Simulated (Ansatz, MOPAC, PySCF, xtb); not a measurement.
Spectroscopic constants of SH-, closed-shell singlet (the spin of the measured ground state).

Seven points along R, fitted to fifth degree in 1/R; most abundant isotopes. Runs in def2 and cc sets follow the lowest solution found near the PBE0 minimum. The singlet is held restricted. HF and MP2 rows in def2 and cc sets belong to the determinant that coupled cluster picked by its CCSD energy.

Run with Ansatz (Gaussian orbitals); MOPAC for PM3, PM6, PM7 (differences of heats of formation); PySCF for 3-21G rows, 6-31G* rows, STO-3G rows; xtb for the GFN methods. 

| level | r_e (Å) | ω_e (cm⁻¹) | ω_e x_e (cm⁻¹) | B_e (cm⁻¹) |
|---|---|---|---|---|
| PM3 | 1.310 | 1761 | -97 | 10.1 |
| PM6 | 1.344 | 2774 | 29 | 9.55 |
| PM7 | 1.329 | 2612 | 24 | 9.77 |
| GFN1-xTB | 1.319 | 2460 | 45 | 9.92 |
| GFN2-xTB | 1.337 | 2368 | 60 | 9.66 |
| HF/STO-3G | 1.346 | 2982 | 36 | 9.53 |
| HF/3-21G | 1.373 | 2484 | 46 | 9.16 |
| HF/def2-TZVPP | 1.336 | 2751 | 48 | 9.67 |
| HF/aug-cc-pV(Q+d)Z | 1.333 | 2783 | 48 | 9.71 |
| SVWN5/def2-TZVPP | 1.356 | 2578 | 50 | 9.38 |
| PBE/def2-TZVPP | 1.358 | 2561 | 51 | 9.36 |
| BP86/6-31G* | 1.373 | 2501 | 53 | 9.15 |
| B97M-V/def2-TZVPP | 1.344 | 2640 | 54 | 9.55 |
| B3LYP/6-31G* | 1.363 | 2564 | 53 | 9.29 |
| B3LYP/def2-TZVPP | 1.348 | 2603 | 52 | 9.49 |
| PBE0/def2-TZVPP | 1.347 | 2654 | 49 | 9.51 |
| BHLYP/def2-TZVPP | 1.337 | 2700 | 50 | 9.65 |
| wB97X-V/def2-TZVPP | 1.344 | 2683 | 48 | 9.55 |
| MP2/6-31G* | 1.353 | 2676 | 54 | 9.43 |
| MP2/def2-TZVPP | 1.338 | 2722 | 49 | 9.64 |
| MP2/def2-QZVPP | 1.338 | 2726 | 47 | 9.64 |
| MP2/aug-cc-pV(5+d)Z | 1.338 | 2726 | 47 | 9.63 |
| MP2/CBS(aug-cc-pV(Q+d)Z, aug-cc-pV(5+d)Z) | 1.338 | 2727 | 47 | 9.63 |
| SCS-MP2/def2-TZVPP | 1.340 | 2691 | 50 | 9.60 |
| SCS-MP2/def2-QZVPP | 1.340 | 2699 | 49 | 9.61 |
| CCSD/aug-cc-pV(Q+d)Z | 1.343 | 2674 | 52 | 9.57 |
| CCSD/def2-QZVPP | 1.342 | 2672 | 52 | 9.58 |
| CCSD(T)/aug-cc-pV(Q+d)Z | 1.345 | 2651 | 52 | 9.53 |
| CCSD(T)/def2-QZVPP | 1.345 | 2651 | 53 | 9.54 |
| CCSD(T)/CBS(aug-cc-pV(Q+d)Z, aug-cc-pV(5+d)Z) | 1.345 | 2653 | 52 | 9.54 |

Correlated levels freeze the cores. CBS: X⁻³ extrapolation of the correlation energy, Hartree–Fock from the larger set. Rows in 3-21G, 6-31G*, STO-3G carry no dispersion term and start afresh at each structure (6-31G* with six Cartesian d functions). MP2/6-31G* freezes PySCF's default core. The state that PM3, PM6, PM7 reach isn't checked; PM7 holds dispersion and hydrogen-bond terms.

Ansatz is a first-principles code.
